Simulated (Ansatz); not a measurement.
CH5BFNO can be A, `NC(O)BF`, or B, `NB(O)CF`.

Gas-phase electronic energies from Ansatz, PBE0-D4/def2-TZVP geometries. CCSD(T)/CBS adds triple-zeta CCSD(T) − MP2 to the extrapolated MP2 energy (def2 sets, frozen cores). DFT in def2-TZVPP. Each species was taken in one conformer, which may not be the lowest.

Q: Which isomer does CCSD(T)/CBS put lower? Give the gap. (An estimate is asked.)

A: The calculation gave: B, by 165.9 kJ/mol.

Q: Give E(B) − E(A) in kJ/mol with ωB97M-V, HF/def2-TZVPP, CCSD(T)/def2-TZVPP, PBE-D4, PBE0-D4, MP2/def2-TZVPP, CCSD/def2-TZVPP. (An estimate is asked.)

A: Computed: ωB97M-V -168.3, HF/def2-TZVPP -171.7, CCSD(T)/def2-TZVPP -163.3, PBE-D4 -159.4, PBE0-D4 -165.3, MP2/def2-TZVPP -165.2, CCSD/def2-TZVPP -165.6. None reverses the order clearly.

Largest T1 diagnostic: 0.013.

In def2-TZVPP, CCSD(T) changes the Hartree–Fock value by +8.4 kJ/mol (the triples alone add +2.3 kJ/mol) and MP2 by +6.6 kJ/mol. From PBE to PBE0 (25 % exact exchange), in def2-TZVPP and without D4, E(B) − E(A) moves by −5.9 kJ/mol.
